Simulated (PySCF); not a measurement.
Two species compared at the same levels of theory.

First species: C₅H₇NO₂.
Atom-mapped SMILES: `[CH3:1][O:2][C:3]1=[C:4]([NH:5][CH:6]=[O:7])[CH2:8]1` (hydrogens: H9, H10, H11 on C1; H12 on N5; H13 on C6; H14, H15 on C8)

Second species: C3H11NP2Si.
Numbering: `[CH3:1][N:2]([CH3:3])/[C:4]([SiH3:5])=[P:6]/[PH2:7]` (hydrogens: H8, H9, H10 on C1; H11, H12, H13 on C3; H14, H15, H16 on Si5; H17, H18 on P7)

Cartesian coordinates in Å at the GFN2-xTB level; atoms count from 1:
```xyz
18
C3H11NP2Si angstrom
C     -1.2425    1.8614   -0.1852
N     -1.0034    0.4443   -0.1288
C     -2.1353   -0.4330   -0.2817
C      0.2667    0.0002   -0.0236
Si     0.6318   -1.8363    0.3561
P      1.5322    1.1729   -0.0709
P      3.2472   -0.1180   -0.0536
H     -2.3098    2.0674   -0.2050
H     -0.7957    2.3487    0.6867
H     -0.7667    2.2929   -1.0734
H     -1.8583   -1.3207   -0.8486
H     -2.5347   -0.7478    0.6883
H     -2.9232    0.0860   -0.8269
H      1.0762   -2.4921   -0.8736
H     -0.5987   -2.4641    0.8538
H      1.6133   -1.9306    1.4391
H      4.0619    0.8274   -0.6687
H      3.7302    0.2477    1.2044
```

Levels: B3LYP/def2-SVPD for dipole moment, HOMO energy, LUMO energy, HOMO–LUMO gap, static isotropic polarisability and electronic spatial extent ⟨r²⟩ about the centre of nuclear charge; TDDFT B3LYP/def2-SVPD for lowest singlet excitation; TDA B3LYP/def2-SVPD for lowest triplet excitation (Tamm–Dancoff); GFN2-xTB for rotational constant A and rotational constant C. Geometries: GFN2-xTB. Each species is one conformer at its optimised geometry, gas phase, non-relativistic unless stated. Electronic properties by PySCF.

Dipoles, sizes and rotational constants follow the conformer. The torsions of the flexible species, by atom-mapped SMILES:
- `[CH3:1][O:2][C:3]1=[C:4]([NH:5][CH:6]=[O:7])[CH2:8]1`: C1–O2–C3–C4 174°, C3–C4–N5–C6 -5°, C4–N5–C6–O7 0°
- `[CH3:1][N:2]([CH3:3])/[C:4]([SiH3:5])=[P:6]/[PH2:7]`: C1–N2–C4–Si5 169°, H–P7–P6–C4 155°, H–P7–P6–C4 -113°

Values for the first species:

```
Dipole moment                                                     : 4.06 D
HOMO energy                                                       : -5.71 eV
LUMO energy                                                       : -0.42 eV
HOMO–LUMO gap                                                     : 5.29 eV
Lowest singlet excitation                                         : 4.87 eV
Lowest triplet excitation (Tamm–Dancoff)                          : 3.58 eV
Static isotropic polarisability                                   : 80.4 au
Electronic spatial extent ⟨r²⟩ about the centre of nuclear charge : 1167 bohr²
Rotational constant A                                             : 4.071 GHz
Rotational constant C                                             : 0.967 GHz
```

(1) Estimate the same properties for the second species, and the change in each.

## Answers

(1) 
```tsv
property	first	second	second less first
dipole moment	4.06 D	3.43 D	-0.63 D
HOMO energy	-5.71 eV	-5.41 eV	+0.30 eV
LUMO energy	-0.42 eV	-1.22 eV	-0.80 eV
HOMO–LUMO gap	5.29 eV	4.19 eV	-1.10 eV
lowest singlet excitation	4.87 eV	3.79 eV	-1.08 eV
lowest triplet excitation (Tamm–Dancoff)	3.58 eV	2.38 eV	-1.20 eV
static isotropic polarisability	80.4 au	133.7 au	+53.3 au
electronic spatial extent ⟨r²⟩ about the centre of nuclear charge	1167 bohr²	1592 bohr²	+425 bohr²
rotational constant A	4.071 GHz	2.191 GHz	-1.880 GHz
rotational constant C	0.967 GHz	0.726 GHz	-0.241 GHz
```

On the first: S1 lies 0.42 eV below the HOMO–LUMO gap; its leading configuration is HOMO→LUMO, weight 0.68. The vertical singlet–triplet gap S1 − T1 is 1.29 eV (TDDFT singlet less Tamm–Dancoff triplet; S1: HOMO→LUMO, weight 0.68; T1: HOMO→LUMO, weight 0.93).

On the second: No computed singlet falls in the visible range (750 to 380 nm, 1.65 to 3.26 eV); S1 lies 0.53 eV above its blue end. The dipole matches unit charges of opposite sign 0.71 Å apart (1 e·Å = 4.8032 D).
